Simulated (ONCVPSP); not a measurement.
# An all-electron radial function and its pseudo partner (Al (Z = 13))

Columns: radius, all-electron u(r) and pseudo u(r) of the 3p shell (level -2.71 eV) of aluminium in the configuration [Ne] 3s2 3p1; PBE, scalar-relativistic, ONCV scheme, ONCVPSP 4.0.1.

```json
{"r (bohr)": "0.150", "all-electron": "-0.1222", "pseudo": "0.0055"}
{"r (bohr)": "0.300", "all-electron": "-0.2084", "pseudo": "0.0217"}
{"r (bohr)": "0.450", "all-electron": "-0.1991", "pseudo": "0.0479"}
{"r (bohr)": "0.600", "all-electron": "-0.1332", "pseudo": "0.0829"}
{"r (bohr)": "0.750", "all-electron": "-0.0431", "pseudo": "0.1250"}
{"r (bohr)": "0.900", "all-electron": "0.0526", "pseudo": "0.1725"}
{"r (bohr)": "1.050", "all-electron": "0.1444", "pseudo": "0.2233"}
{"r (bohr)": "1.200", "all-electron": "0.2279", "pseudo": "0.2753"}
{"r (bohr)": "1.350", "all-electron": "0.3011", "pseudo": "0.3266"}
{"r (bohr)": "1.500", "all-electron": "0.3641", "pseudo": "0.3752"}
{"r (bohr)": "1.650", "all-electron": "0.4173", "pseudo": "0.4198"}
{"r (bohr)": "1.800", "all-electron": "0.4611", "pseudo": "0.4590"}
{"r (bohr)": "1.950", "all-electron": "0.4957", "pseudo": "0.4920"}
{"r (bohr)": "2.100", "all-electron": "0.5218", "pseudo": "0.5183"}
{"r (bohr)": "2.250", "all-electron": "0.5402", "pseudo": "0.5377"}
{"r (bohr)": "2.400", "all-electron": "0.5517", "pseudo": "0.5503"}
{"r (bohr)": "2.550", "all-electron": "0.5573", "pseudo": "0.5567"}
{"r (bohr)": "2.700", "all-electron": "0.5577", "pseudo": "0.5576"}
{"r (bohr)": "2.850", "all-electron": "0.5539", "pseudo": "0.5539"}
{"r (bohr)": "3.000", "all-electron": "0.5465", "pseudo": "0.5465"}
{"r (bohr)": "3.150", "all-electron": "0.5361", "pseudo": "0.5361"}
{"r (bohr)": "3.300", "all-electron": "0.5235", "pseudo": "0.5235"}
{"r (bohr)": "3.450", "all-electron": "0.5090", "pseudo": "0.5090"}
{"r (bohr)": "3.600", "all-electron": "0.4931", "pseudo": "0.4931"}
{"r (bohr)": "3.750", "all-electron": "0.4762", "pseudo": "0.4762"}
{"r (bohr)": "3.900", "all-electron": "0.4587", "pseudo": "0.4587"}
```

Q: How many radial nodes do the two functions have?

A: The all-electron 3p function has n − l − 1 = 1; the pseudo-wave has 0, since the states of the same l below it are removed with the core.

Q: At about which radius was the pseudo-wave matched?

A: 3.00 bohr. The columns agree to 0.0005 from 2.70 bohr on; several derivatives are matched, so the curves merge somewhat inside the radius.

Q: Where does each function peak?

A: Outermost all-electron maximum near 2.70 bohr, pseudo maximum near 2.70 bohr (to the table’s step).

Q: Is the pseudo-wave norm-conserving?

A: Yes: the ONCV scheme keeps the norm inside the radius equal to the all-electron one, which fixes the energy derivative of the logarithmic derivative at the level.
